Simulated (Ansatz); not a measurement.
The cluster GeF₂, relaxed as a quintet with UKS PBE0-D4/def2-TZVP in Ansatz, starting from the PBE0-D4/def2-TZVP geometry of the neutral singlet. Force threshold 0.02 eV/Å.

At PBE0-D4/def2-TZVP a singlet of charge 0 lies 10.10 eV below the quintet, each at its own geometry. The structure comes from a short search, and lower isomers may exist.

Start:

```
atom   x (Å)   y (Å)   z (Å)
 Ge1   0.635   0.228   0.369
  F2  -0.943   0.958   0.229
  F3   0.308  -1.186  -0.598
```

```
step  energy (eV)  largest force component (eV/Å)  SCF passes
   1  -61931.7645                           6.357          16
   2  -61933.4013                           2.864          38
   3  -61934.1226                           0.372          30
   4  -61934.1300                           0.300          26
   5  -61934.1370                           0.024          27
   6  -61934.1370                           0.000          18
```

Force components are those of the run's own axes.

End:

```xyz
3

Ge    0.9491    0.3413    0.5518
F    -0.9326    0.6140    0.0267
F    -0.0165   -0.9553   -0.5785
```

By distances, no bond broke or formed. The bond that changes most is Ge1–F2, from 1.74 to 1.97 Å (atoms count from 1). A close non-bonded pair moves further: F2–F3, from 2.62 to 1.92 Å.

No frequencies were taken in this run, so the end may be a saddle point.

Run time 6 s (4 threads of Arm Neoverse V2 on a shared host).
